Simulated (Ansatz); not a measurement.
Species: C₂H₂O, SMILES `C1=CO1` (charge 0, multiplicity 1), formula C₂H₂O.

Question: How many basis functions does frozen-core CCSD(T)/cc-pVTZ // r2SCAN-D4/def2-TZVP (Ansatz, a program for electronic structure) use, how many core orbitals are frozen, and how many electrons are correlated?

Answer: 118 basis functions and 3 frozen orbitals, which leaves 16 correlated electrons. Core time is of the order of seconds.
